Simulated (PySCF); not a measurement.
C₂, SMILES [C]=[C] (connectivity only; charge and spin as stated), neutral, multiplicity 1. Coordinates come from a PBE0-D3(BJ)/def2-TZVPD optimisation.

TDA-M06-2X/def2-TZVPD run with PySCF puts the lowest singlet excitations at 4.28, 6.21, 7.13, 7.13, 9.15, 9.15 eV and the lowest triplet (TDA) at 0.52 eV.

### Question
What are the lowest singlet roots from EOM-CCSD/aug-cc-pVDZ run with PySCF 2.14.0? (An estimate is asked for; the answer gives what the named calculation found.)

### Answer
1.42, 1.42, 4.36, 4.36, 4.52, 5.76 eV; triplets 0.00, 0.00, 0.25 eV. S1 differs by -2.86 eV (second minus first; roots are paired by order, and the bases may differ).
